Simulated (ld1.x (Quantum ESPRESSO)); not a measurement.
Ranking TM potentials for Al

All share these settings but for the change named:

| Item | Value |
| --- | --- |
| Element | Al (Z = 13) |
| Generator | ld1.x (Quantum ESPRESSO) 7.5 |
| Type | norm-conserving Troullier–Martins (Kleinman–Bylander form) |
| Functional | LDA (PZ) |
| Relativity | scalar-relativistic |
| Frozen core | [Ne] |
| Valence charge | 3 |
| Reference configuration | 3s2 3p1 |
| Partial waves | 3s (bound): rc 1.90 bohr; 3p (bound): rc 2.15 bohr; 3d channel at 0.05 Ry: rc 2.00 bohr |
| Local potential | all-electron potential smoothed inside 1.75 bohr (lloc = -1) |
| Core correction | Bessel-smoothed model core, default radius (core density twice the valence density) |

Test errors are all-electron minus pseudo excitation energies from the reference, over 3s2 3p0; 3s1 3p0; 3s2 3p0.5; 3s1 3p1; 3s0 3p3; 3s1 3p2; 3s2 3p1.3. None of these files shows a bound ghost.

The base gives 18.9 meV.

Of 9 variants that were run, those that failed, showed a ghost or another fault, or gave nearly equal values are left out.

A variant can come out equal or close to the base, since the largest error may sit in a test that the change hardly touches while other tests move.

Question: Rank these variants by their largest absolute test error, smallest first.
A. local potential all-electron potential smoothed inside 1.26 bohr (lloc = -1)
B. local potential all-electron potential smoothed inside 1.08 bohr (lloc = -1)
C. local potential all-electron potential smoothed inside 1.86 bohr (lloc = -1)
D. local potential all-electron potential smoothed inside 2.22 bohr (lloc = -1)
E. local potential all-electron potential smoothed inside 2.52 bohr (lloc = -1)

Answer: E (12.7 meV), D (15.8 meV), C (18.1 meV), A (31.9 meV), B (84.1 meV).
